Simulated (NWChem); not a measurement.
Everything below was run with NWChem. System: phosphorus nitride (NP), charge 0, spin multiplicity 1, at a geometry optimised with PBE0/def2-SVP. Level: PBE/def2-SVP.

Input file:

```
start mol
memory heap 200 mb stack 800 mb global 1000 mb
geometry units angstroms nocenter noautoz
  N      0.000000     0.000000     1.014929
  P      0.000000     0.000000    -0.473634
  symmetry group C2v
end
basis spherical
  * library def2-svp
end
dft
  xc xpbe96 cpbe96
  semidirect memsize 60000000 filesize 0
  iterations 100
end
task dft energy
```

Part of the output:

```
             Northwest Computational Chemistry Package (NWChem) 7.3.0
             --------------------------------------------------------

                                NWChem Input Module
                                -------------------

 Scaling coordinates for geometry "geometry" by  1.889725989
 (inverse scale =  0.529177249)

 Turning off AUTOSYM since
 SYMMETRY directive was detected!

                             Geometry "geometry" -> ""
                             -------------------------

 Output coordinates in angstroms (scale by  1.889725989 to convert to a.u.)

  No.       Tag          Charge          X              Y              Z
 ---- ---------------- ---------- -------------- -------------- --------------
    1 N                    7.0000     0.00000000     0.00000000     1.01492900
    2 P                   15.0000     0.00000000     0.00000000    -0.47363400

 Effective nuclear repulsion energy (a.u.)      37.3270134653

            Nuclear Dipole moment (a.u.)
            ----------------------------
        X                 Y               Z
 ---------------- ---------------- ----------------
     0.0000000000     0.0000000000    -0.0000132281

      Symmetry information
      --------------------

 Group name             C2v
 Group number             16
 Group order               4
 No. of unique centers     2

      Symmetry unique atoms

     1    2


 Summary of "ao basis" -> "" (spherical)
 ------------------------------------------------------------------------------
       Tag                 Description            Shells   Functions and Types
 ---------------- ------------------------------  ------  ---------------------
 *                          def2-svp                  on all atoms

  pbe96 is a nonlocal functional; adding pw91lda local functional.

                                 NWChem DFT Module
                                 -----------------

 Summary of "ao basis" -> "ao basis" (spherical)
 ------------------------------------------------------------------------------
       Tag                 Description            Shells   Functions and Types
 ---------------- ------------------------------  ------  ---------------------
 N                          def2-svp                 6       14   3s2p1d
 P                          def2-svp                 8       18   4s3p1d

 Summary of "ao basis" -> "ao basis" (spherical)
 ------------------------------------------------------------------------------
       Tag                 Description            Shells   Functions and Types
 ---------------- ------------------------------  ------  ---------------------
 N                          def2-svp                 6       14   3s2p1d
 P                          def2-svp                 8       18   4s3p1d

      Symmetry analysis of basis
      --------------------------

        a1         16
        a2          2
        b1          7
        b2          7

            General Information
            -------------------
          SCF calculation type: DFT
          Wavefunction type:  closed shell.
          No. of atoms     :     2
          No. of electrons :    22
           Alpha electrons :    11
            Beta electrons :    11
          Charge           :     0
          Spin multiplicity:     1
          Use of symmetry is: on ; symmetry adaption is: on
          Maximum number of iterations: 100
          AO basis - number of functions:    32
                     number of shells:    14
[...]
 !! scf_movecs_sym_adapt:   14 vectors were symmetry contaminated

  Resetting Diis
 d= 0,ls=0.0,diis     6   -395.6959312689 -1.94D-04  1.21D-04  1.74D-05     0.4

 !! scf_movecs_sym_adapt:   14 vectors were symmetry contaminated

  Symmetry fudging

 !! scf_movecs_sym_adapt:   14 vectors were symmetry contaminated

 d= 0,ls=0.0,diis     7   -395.6959344529 -3.18D-06  1.92D-05  7.41D-08     0.4

 !! scf_movecs_sym_adapt:   14 vectors were symmetry contaminated

  Symmetry fudging

 !! scf_movecs_sym_adapt:   14 vectors were symmetry contaminated

 d= 0,ls=0.0,diis     8   -395.6959344547 -1.83D-09  1.37D-05  6.20D-08     0.4

 !! scf_movecs_sym_adapt:   14 vectors were symmetry contaminated

  Symmetry fudging

 !! scf_movecs_sym_adapt:   14 vectors were symmetry contaminated

 d= 0,ls=0.0,diis     9   -395.6959344297  2.50D-08  8.02D-06  2.85D-07     0.4

         Total DFT energy =     -395.695934429698
      One electron energy =     -619.914638251666
           Coulomb energy =      216.718591781030
    Exchange-Corr. energy =      -29.826901424376
 Nuclear repulsion energy =       37.327013465314

 Numeric. integr. density =       21.999998690345

     Total iterative time =      0.3s

                  Occupations of the irreducible representations
                  ----------------------------------------------

                     irrep           alpha         beta
                     --------     --------     --------
                     a1                7.0          7.0
                     a2                0.0          0.0
                     b1                2.0          2.0
                     b2                2.0          2.0

                       DFT Final Molecular Orbital Analysis
                       ------------------------------------

 Vector    9  Occ=2.000000D+00  E=-3.019239D-01  Symmetry=b1
              MO Center= -7.2D-16,  1.2D-30,  3.8D-01, r^2= 1.5D+00
   Bfn.  Coefficient  Atom+Function         Bfn.  Coefficient  Atom+Function
  ----- ------------  ---------------      ----- ------------  ---------------
     4      0.446973  1 N  px                25     -0.356991  2 P  px
    22     -0.318262  2 P  px                 7     -0.281085  1 N  px
    19      0.177520  2 P  px                31      0.070445  2 P  d  1
    13     -0.027132  1 N  d  1

 Vector   10  Occ=2.000000D+00  E=-3.019239D-01  Symmetry=b2
              MO Center= -3.3D-31,  2.9D-16,  3.8D-01, r^2= 1.5D+00
   Bfn.  Coefficient  Atom+Function         Bfn.  Coefficient  Atom+Function
  ----- ------------  ---------------      ----- ------------  ---------------
     5      0.446973  1 N  py                26     -0.356991  2 P  py
    23     -0.318262  2 P  py                 8     -0.281085  1 N  py
    20      0.177520  2 P  py                29     -0.070445  2 P  d -1
    11      0.027132  1 N  d -1

 Vector   11  Occ=2.000000D+00  E=-2.753237D-01  Symmetry=a1
              MO Center=  1.8D-16,  1.8D-16,  6.6D-01, r^2= 1.8D+00
   Bfn.  Coefficient  Atom+Function         Bfn.  Coefficient  Atom+Function
  ----- ------------  ---------------      ----- ------------  ---------------
     6      0.505007  1 N  pz                 3     -0.356303  1 N  s
    24      0.328668  2 P  pz                 9     -0.267376  1 N  pz
    27      0.263220  2 P  pz                18     -0.219438  2 P  s
     2     -0.175415  1 N  s                 21     -0.176157  2 P  pz
     1     -0.093175  1 N  s                 30      0.040896  2 P  d  0

 Vector   12  Occ=0.000000D+00  E=-1.099692D-01  Symmetry=b1
              MO Center=  5.0D-17,  1.1D-32, -2.1D-02, r^2= 2.1D+00
   Bfn.  Coefficient  Atom+Function         Bfn.  Coefficient  Atom+Function
  ----- ------------  ---------------      ----- ------------  ---------------
    25      0.637640  2 P  px                 4      0.447766  1 N  px
     7     -0.441484  1 N  px                22      0.346505  2 P  px
    19     -0.186254  2 P  px                31      0.116794  2 P  d  1

 Vector   13  Occ=0.000000D+00  E=-1.099692D-01  Symmetry=b2
              MO Center=  1.4D-32,  1.0D-16, -2.1D-02, r^2= 2.1D+00
   Bfn.  Coefficient  Atom+Function         Bfn.  Coefficient  Atom+Function
  ----- ------------  ---------------      ----- ------------  ---------------
    26      0.637640  2 P  py                 5      0.447766  1 N  py
     8     -0.441484  1 N  py                23      0.346505  2 P  py
    20     -0.186254  2 P  py                29     -0.116794  2 P  d -1

 Vector   14  Occ=0.000000D+00  E= 5.355986D-02  Symmetry=a1
              MO Center= -1.7D-16, -1.7D-16, -4.0D-01, r^2= 2.5D+00
   Bfn.  Coefficient  Atom+Function         Bfn.  Coefficient  Atom+Function
  ----- ------------  ---------------      ----- ------------  ---------------
    27     -1.466040  2 P  pz                18     -1.377434  2 P  s
     3      1.339103  1 N  s                  9     -0.620793  1 N  pz
     6      0.246766  1 N  pz                30      0.211118  2 P  d  0
     2      0.184372  1 N  s                 24     -0.154360  2 P  pz
     1      0.098224  1 N  s                 17      0.092288  2 P  s

 center of mass
 --------------
 x =   0.00000000 y =   0.00000000 z =  -0.01924749

 moments of inertia (a.u.)
 ------------------
          76.306310822441           0.000000000000           0.000000000000
           0.000000000000          76.306310822441           0.000000000000
           0.000000000000           0.000000000000           0.000000000000

     Multipole analysis of the density
     ---------------------------------

     L   x y z        total         alpha         beta         nuclear
     -   - - -        -----         -----         ----         -------
     0   0 0 0     -0.000000    -11.000000    -11.000000     22.000000

     1   1 0 0      0.000000      0.000000      0.000000      0.000000
     1   0 1 0      0.000000      0.000000      0.000000      0.000000
     1   0 0 1     -0.921206     -0.460596     -0.460596     -0.000013

     2   2 0 0    -12.781772     -6.390886     -6.390886      0.000000
     2   1 1 0     -0.000000     -0.000000     -0.000000      0.000000
     2   1 0 1      0.000000      0.000000      0.000000      0.000000
     2   0 2 0    -12.781772     -6.390886     -6.390886      0.000000
     2   0 1 1      0.000000      0.000000      0.000000      0.000000
     2   0 0 2    -14.821124    -26.293464    -26.293464     37.765804

 Task  times  cpu:        0.4s     wall:        0.4s

 Total times  cpu:        0.5s     wall:        0.5s
```
